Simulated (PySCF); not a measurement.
From one molecule to another.

First species: C₆H₁₅ClSi₂.
Atom-mapped SMILES: `[CH2:1]=[C:2]([CH3:3])[Si@@H:4]([Cl:5])[CH2:6][CH2:7][SiH2:8][CH3:9]` (hydrogens: H10, H11 on C1; H12, H13, H14 on C3; H15 on Si4; H16, H17 on C6; H18, H19 on C7; H20, H21 on Si8; H22, H23, H24 on C9)

Second species: C6H15ClSi2.
InChI=1S/C6H15ClSi2/c1-5-9(7)8-6(2,3)4/h5,9H,1,8H2,2-4H3/t9-/m1/s1

Levels: PBE0/pcSseg-1 for dipole moment, HOMO energy, LUMO energy and HOMO–LUMO gap; GFN2-xTB for rotational constant A and rotational constant C. Geometries: GFN2-xTB. Each species is one conformer at its optimised geometry, gas phase, non-relativistic unless stated; the electronic structure was computed with PySCF and density fitting.

Dipoles, sizes and rotational constants follow the conformer. The torsions of the flexible species, by atom-mapped SMILES:
- `[CH2:1]=[C:2]([CH3:3])[Si@@H:4]([Cl:5])[CH2:6][CH2:7][SiH2:8][CH3:9]`: C1–C2–Si4–Cl5 -114°, C2–Si4–C6–C7 180°, Si4–C6–C7–Si8 -178°, C6–C7–Si8–C9 -61°
- `[CH2:1]=[CH:2][Si@H:3]([Cl:4])[SiH2:5][C:6]([CH3:7])([CH3:8])[CH3:9]`: C1–C2–Si3–Cl4 -175°, C2–Si3–Si5–C6 51°, Si3–Si5–C6–C7 -179°

Q: Which has the higher dipole moment?

A: The second: 2.12 D against 1.61 D, a difference of 0.51 D.

Q: Which has the higher HOMO energy?

A: The second: -7.59 eV against -7.77 eV, a difference of 0.18 eV.

Q: Which has the higher rotational constant A?

A: The first: 1.576 GHz against 1.215 GHz, a difference of 0.361 GHz.

Q: Which has the higher rotational constant C?

A: The second: 0.537 GHz against 0.373 GHz, a difference of 0.164 GHz.

Q: Which of the two has the higher HOMO–LUMO gap, and by how much?

A: The first: 7.35 eV against 6.76 eV, a difference of 0.59 eV.

Q: Which of the two has the higher LUMO energy, and by how much?

A: The first: -0.42 eV against -0.83 eV, a difference of 0.41 eV.

On the first: In atomic units the dipole is 0.63 e·bohr (1 au = 2.5417 D).

On the second: The dipole matches unit charges of opposite sign 0.44 Å apart (1 e·Å = 4.8032 D). A dipole of 2.12 D is allowed in C1, and pure rotational transitions are dipole-allowed.
